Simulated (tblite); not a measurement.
Compound: C6H7FPSSi (charge +1).
Atom-mapped SMILES: `[F:1][C:2]1=[C:3]([SiH3:4])[P@@H+:5]1[c:6]1[cH:7][cH:8][cH:9][s:10]1` (hydrogens: H11, H12, H13 on Si4; H14 on P5; H15 on C7; H16 on C8; H17 on C9)

The geometry is computed with GFN2-xTB (gas phase).

Problem. List the bond lengths, angles and torsions at this level.

Solution. 
```tsv
bond	length (Å)	order
F1–C2	1.295	single
C2=C3	1.337	double
C3–Si4	1.934	single
C3–P5	1.815	single
P5–C6	1.767	single
C6–C7	1.378	aromatic
C7–C8	1.402	aromatic
C8–C9	1.364	aromatic
C9–S10	1.708	aromatic
C2–P5	1.777	single
C6–S10	1.742	aromatic
Si4–H11, Si4–H12, Si4–H13	1.457	single
P5–H14	1.380	single
C7–H15	1.076	single
C8–H16	1.075	single
C9–H17	1.073	single
```

Bonds in one row agree within 0.01 Å and their mean is given. Orders are formal, as drawn. A selection of angles:
```tsv
angle	degrees
F1–C2–C3	144.7
F1–C2–P5	145.6
C3–C2–P5	69.7
C2–C3–Si4	141.4
C2–C3–P5	66.6
Si4–C3–P5	151.8
C3–Si4–H11	102.8
C3–Si4–H13	102.3
H11–Si4–H12	115.3
C3–P5–C6	121.4
C3–P5–H14	117.5
C6–P5–H14	113.7
C2–P5–C3	43.7
C2–P5–C6	124.1
C2–P5–H14	118.6
P5–C6–C7	126.7
P5–C6–S10	121.2
C7–C6–S10	112.2
C6–C7–C8	111.7
C6–C7–H15	124.0
C8–C7–H15	124.3
C7–C8–C9	112.8
C7–C8–H16	123.7
C9–C8–H16	123.4
C8–C9–S10	113.2
C8–C9–H17	127.6
S10–C9–H17	119.2
C6–S10–C9	90.1
```

Torsions: F1–C2–C3–Si4 0° (synperiplanar); C2–C3–P5–C6 108° (anticlinal); C3–P5–C6–C7 156° (antiperiplanar); F1–C2–P5–C3 176° (antiperiplanar).

C2 (vinylic C–F carbon) is planar (angles 145.6°, 144.7° and 69.7°, sum 359.9°, 0.02 Å off the plane of its three neighbours). C7 (aromatic CH carbon) is planar (angles 124.3°, 124.0° and 111.7°, sum 360.0°, 0.00 Å off the plane of its three neighbours). S10 (thiophene-type sulfur) is bent (angle 90.1°). The 4 C–C bonds span 1.337 Å (C2=C3, drawn double) to 1.402 Å (C7–C8, aromatic), a spread of 0.065 Å. C6 (substituted aromatic carbon) is planar (angles 126.7°, 121.2° and 112.2°, sum 360.0°, 0.00 Å off the plane of its three neighbours). The C–S distances run from 1.708 Å (C9–S10, aromatic) to 1.742 Å (C6–S10, aromatic), a spread of 0.034 Å. The 3 C–P bonds span 1.767 Å (P5–C6, drawn single) to 1.815 Å (C3–P5, drawn single), a spread of 0.048 Å.

Point group: C1 (no symmetry element, even within 0.4 Å). GFN2-xTB frequencies show an imaginary mode (33i cm⁻¹), so the point is no minimum at that level.

One conformer stands for the species.
